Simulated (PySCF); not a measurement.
**C₆ coefficients of unlike pairs at PBE0**

Calculated with PySCF 2.14 from the dipole response of each species, C₆(A,B) = (3/π) ∫ α_A(iu) α_B(iu) du, in atomic units, from isotropic polarisabilities. For ions this is the dispersion term alone; charge-induced terms of lower order in 1/R come first.

| species | configuration | basis | relativity | α (bohr³) | C₆ (like pair) |
| --- | --- | --- | --- | --- | --- |
| I³⁺ | [Kr] 4d10 5s2 5p2 (3P) | aug-cc-pV5Z-PP with ECP28MDF (8s8p6d4f3g2h) | core potential | 10.12 | 56.36 |
| Ar | [Ar] (1S) | aug-cc-pwCVTZ (8s7p5d3f) | none | 11.01 | 64.72 |
| Al³⁺ | [Ne] (1S) | def2-TZVPPD (6s5p4d1f) | none | 0.2603 | 0.2308 |
| Pt | [Xe] 4f14 5d9 6s1 (3D) | aug-cc-pVQZ-PP with ECP60MDF (7s7p6d4f3g2h) | core potential | 40.61 | 388.3 |

Problem. Estimate C₆ for Pt with Ar.

Solution. The integral gives 152.1. The combination rule 2 C_A C_B / (C_A α_B/α_A + C_B α_A/α_B) gives 146.1 and the geometric mean 158.5.

No spin-orbit coupling is included.

The other pairs:

```tsv
pair	C₆
Al³⁺, I³⁺	2.713
Ar, I³⁺	60.25
Al³⁺, Ar	2.743
Pt, Al³⁺	5.822
Pt, I³⁺	141.3
```
